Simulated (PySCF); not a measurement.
**Spin-rotation constants: [ZnF6]4-, [F6Zn]4-, charge -4**

Geometry:
| atom | x (Å) | y (Å) | z (Å) |
| --- | --- | --- | --- |
| Zn1 | 0.002 | 0.000 | 0.001 |
| F2 | -0.020 | -0.008 | 2.048 |
| F3 | 0.024 | 0.015 | -2.048 |
| F4 | 2.049 | 0.003 | 0.020 |
| F5 | -2.051 | -0.010 | -0.023 |
| F6 | -0.009 | 2.052 | 0.012 |
| F7 | 0.005 | -2.052 | -0.011 |

Total charge -4.

Level of theory: GIAO B97-2/def2-SVP (def2-TZVP on Zn) magnetisability, rotational g tensor and spin-rotation constants, non-relativistic, gas phase in PySCF 2.14.0. Geometry: GFN2-xTB.

For an ion the centre-of-mass motion in the field is neglected. The highest occupied orbital is unbound at this level, so the values depend on the basis.

Task: Give the nuclear spin-rotation constants along the inertial axes (H = +C I·J) beside the isotropic shieldings.

Result: Rotational constants 1.5840, 1.5819, 1.5809 GHz. A star marks the isotopologue with that one atom substituted, in its own axes.
```csv
atom,isotope,Caa (kHz),Cbb (kHz),Ccc (kHz),mean (kHz),σ (ppm)
F2,19F,1.136,1.135,1.134,1.135,361.9
F3,19F,1.137,1.135,1.135,1.136,361.9
F4,19F,1.137,1.135,1.134,1.135,361.9
F5,19F,1.137,1.135,1.134,1.135,361.9
F6,19F,1.137,1.135,1.135,1.135,361.9
F7,19F,1.137,1.135,1.135,1.136,361.9
Zn1,67Zn*,0.377,0.377,0.377,0.377,1912.9
```
Where two moments of inertia are equal or nearly so, the constants along those axes are given as their average.
For the geometry as given, no vibrational averaging.
